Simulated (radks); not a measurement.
Question: Tm40+, 29 electrons, occupied as [Ne] 3s2 3p5 3d10 4s1 4p1 (not the ground configuration). Calculated with a radial shooting solver on a logarithmic mesh with Libxc functionals: Dirac Kohn-Sham, LDA (Slater exchange, Perdew-Zunger correlation), spin-unpolarised, spherical densities, finite nucleus; open shells fill j = l - 1/2 first; Fermi nuclear charge, rms radius 5.2256 fm. Some entries of the table are withheld. Estimate them.

orbital,occ.,eigenvalue (hartree),r(max) (bohr),<r^2> (bohr^2)
1s1/2,2,-2244.408,0.01262,0.0005491
2s1/2,2,-435.3828,0.07203,0.008424
2p1/2,2,-418.8238,0.05394,0.006055
2p3/2,4,-382.6253,0.06024,0.007257
3s1/2,2,-147.0115,0.2013,0.05336
3p1/2,2,-139.8467,(1),0.04894
3p3/2,3,-131.8041,(2),0.05497
3d3/2,4,-119.8123,0.1577,0.04242
3d5/2,6,-118.0174,0.1612,0.04405
4s1/2,1,-71.35502,0.4258,0.2077
4p1/2,1,-68.32309,0.4209,0.2053
4p3/2,0,-65.63340,0.4404,0.2227

Answer: 
(1) 3p1/2 r(max) (bohr): 0.1886
(2) 3p3/2 r(max) (bohr): 0.2012
